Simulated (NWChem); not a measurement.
System: SiN₂H₄, singlet; SMILES N[Si]N

NWChem input:

```
start job
memory heap 200 mb stack 900 mb global 1100 mb
geometry units angstroms noautoz
  Si     0.000000     0.000000    -0.667003
  N      1.334271     0.000000     0.456442
  H      1.302595     0.000000     1.481550
  H      2.296349     0.000000     0.111730
  N     -1.334271     0.000000     0.456442
  H     -2.296349     0.000000     0.111730
  H     -1.302595     0.000000     1.481550
end
basis spherical
  * library aug-cc-pvdz
end
dft
  xc b3lyp
  iterations 150
  vectors input atomic output neutral.movecs
end
task dft energy
charge 1
dft
  odft
  mult 2
  vectors input atomic output cation.movecs
end
task dft energy
charge -1
dft
  odft
  mult 2
  vectors input atomic output anion.movecs
end
task dft energy
```

Low-valent species are run as closed-shell singlets; no triplet was tried in these runs. The geometry was optimised at PBE-D3(BJ)/def2-SVP.

Ions are spin-unrestricted doublets at the neutral geometry; other ion states weren't tried.

Question: Give the results of this calculation. (B3LYP/aug-cc-pVDZ, vertical spin-unrestricted ions.) Quantities: vertical ionisation energy, ΔSCF (eV); −ε(HOMO) (eV).

Answer: The vertical ionisation energy, ΔSCF (eV) is 8.90 and the −ε(HOMO) (eV) comes out as 6.40.
